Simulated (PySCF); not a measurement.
# Unknown compound

The spectra below were simulated for a compound C₈H₅FN₂.

¹H NMR (500 MHz, computed): δ 9.89 (s, 1H), 9.83 (s, 1H), 8.26 (m, 1H), 7.95 (m, 1H), 7.79 (m, 1H).

¹³C{¹H} NMR (computed): δ 173.4 (C), 154.3 (CH), 153.2 (CH), 135.4 (CH), 131.5 (C), 127.4 (CH), 126.9 (C), 115.8 (CH).

Theory: NMR shieldings at PBE0/pcSseg-1/GIAO, GFN2-xTB structure, in PySCF 2.14 (no relativistic terms, one computed conformer, no solvent model).

Referencing at the same level of theory: ¹H (σref 31.72), ¹³C (σref 186.93) against TMS.

Propose a structure and justify it.

## Answers


- The formula gives 7 degrees of unsaturation (2 rings in the answer).
- 8 carbon signals for 8 carbons: no two carbons are equivalent.
- Carbon types of the structure: 3 × C, 5 × CH, which accounts for all hydrogens.
- δC 173.4: aromatic carbon bearing fluorine; σ withdrawal by the attached heteroatom moves it downfield of the ring CH carbons.
- δC 154.3, 153.2: aromatic CH next to a ring nitrogen; the adjacent pyridine-type nitrogen withdraws density from it.
- δC 135.4, 127.4, 115.8: aromatic CH.
- δC 131.5, 126.9: ring-fusion aromatic carbon.
- δH 9.89, 9.83: hydrogen on an aromatic CH next to a ring nitrogen; ring current plus the neighbouring ring nitrogen.
- δH 8.26, 7.95, 7.79: hydrogen on an aromatic CH; ring-current deshielding.

These data were computed for SMILES Fc1ccc2cnncc2c1.

The data come from this structure; uniqueness wasn't tested.

Splittings by ¹⁹F in the carbon and heteronuclear signals aren't shown, as no couplings were computed. Shifts are as computed. Against solution values, carbons near 30 ppm lie about +3 ppm off and those near 130 ppm about +5 ppm. Of 1211 compounds with measured shifts, 218 miss one by over three times the rms of a fit or turn the order of signals round; such compounds aren't used in these exercises. No couplings were computed; multiplicities are counted from neighbouring protons, with m where these are inequivalent, close in shift, in a saturated or five-membered ring or joined by F or P, and br s for small geminal =CH2 splittings.
